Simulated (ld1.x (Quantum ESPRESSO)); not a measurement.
**An all-electron radial function and its pseudo partner (Cl)**

Columns: radius, all-electron u(r) and pseudo u(r) of the 3s shell (level -20.53 eV) of chlorine in the configuration [Ne] 3s2 3p5; LDA (PZ), non-relativistic, TM semilocal scheme, ld1.x (Quantum ESPRESSO) 7.5.

```tsv
r (bohr)	all-electron	pseudo
0.068	0.2075	0.0272
0.135	-0.0579	0.0551
0.202	-0.3050	0.0849
0.270	-0.4272	0.1184
0.338	-0.4270	0.1563
0.405	-0.3419	0.1989
0.473	-0.2046	0.2488
0.540	-0.0458	0.3049
0.608	0.1199	0.3693
0.675	0.2753	0.4391
0.742	0.4157	0.5134
0.810	0.5391	0.5904
0.878	0.6419	0.6649
0.945	0.7231	0.7315
1.013	0.7863	0.7884
1.080	0.8313	0.8316
1.148	0.8615	0.8614
1.215	0.8779	0.8779
1.283	0.8830	0.8830
1.350	0.8787	0.8787
1.418	0.8664	0.8664
1.485	0.8481	0.8481
1.553	0.8246	0.8246
1.620	0.7977	0.7977
1.688	0.7677	0.7677
1.755	0.7362	0.7362
```

(1) How many radial nodes do the two functions have?

(2) At about which radius was the pseudo-wave matched?

(3) Is the pseudo-wave norm-conserving?

Answers

(1) The all-electron 3s function has n − l − 1 = 2; the pseudo-wave has 0, since the states of the same l below it are removed with the core.

(2) 1.30 bohr. The columns agree to 0.0005 from 1.08 bohr on; several derivatives are matched, so the curves merge somewhat inside the radius.

(3) Yes: the TM semilocal scheme keeps the norm inside the radius equal to the all-electron one, which fixes the energy derivative of the logarithmic derivative at the level.
